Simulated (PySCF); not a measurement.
PySCF input:

```python
from pyscf import gto, scf, dft

mol = gto.M(
    atom='''
    C     1.78840634   -0.24583356   -0.45933702
    C     0.68480763   -0.26612590    0.29980471
    C    -0.53874616    0.41479298   -0.22568568
    O    -1.71505381   -0.01282462    0.51458474
    H     1.85992656    0.23012145   -1.45842258
    H     2.72449023   -0.71108613   -0.13973437
    H    -0.74419510    0.20963982   -1.29238547
    H    -0.44992986    1.50808151   -0.11222288
    H    -1.27666818   -0.55116092    1.19739522
    ''',
    basis='def2-tzvpd',
    charge=-1,
    spin=0,
    verbose=4,
)

mf = dft.RKS(mol, xc='tpssh').density_fit(auxbasis='def2-universal-jkfit')
mf.grids.level = 3
mf.conv_tol = 1e-9
mf.max_cycle = 100
mf.max_memory = 1500
mf.kernel()
if not mf.converged:
    mf = mf.newton()
    mf.kernel(mf.make_rdm1())
mf.analyze()
```

Q: What final total energy does it print?

A: -192.56120 Eh (TPSSh/def2-TZVPD).

It need not be the lowest isomer of its formula. Whether it binds its extra electron was not tested at this geometry.
